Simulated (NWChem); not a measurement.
Molecule: C6H7, doublet; SMILES [CH]1C=CC=CC1

```xyz
13

C      0.0000    -1.2505     0.6260
C      0.0000    -1.2240    -0.7407
C      0.0000     0.0000    -1.4559
C      0.0000     1.2240    -0.7407
C      0.0000     1.2505     0.6260
C      0.0000     0.0000     1.4438
H      0.0000    -2.2080     1.1549
H      0.0000    -2.1663    -1.2960
H      0.0000     0.0000    -2.5474
H      0.0000     2.1663    -1.2960
H      0.0000     2.2080     1.1549
H      0.8684     0.0000     2.1392
H     -0.8684     0.0000     2.1392
```
Atoms are numbered in this order, from 1.

Results from NWChem. Pople sets run with spherical d functions. Spin-unrestricted. In the optimisation the excess spin sits in a" (Cs, its own frame). Structure relaxed at the PBE0/def2-SVP, spin-unrestricted level. No stability test was run on the SCF state.

### Question
What does the run give for B3LYP/6-31G*? Quantities: highest occupied level (eV); lowest empty minus highest occupied level, either spin (eV); dipole (D); <S²>.

### Answer
```yaml
highest occupied level (eV): -4.32
lowest empty minus highest occupied level, either spin (eV): 2.63
dipole (D): 0.42
"<S²>": 0.791
```
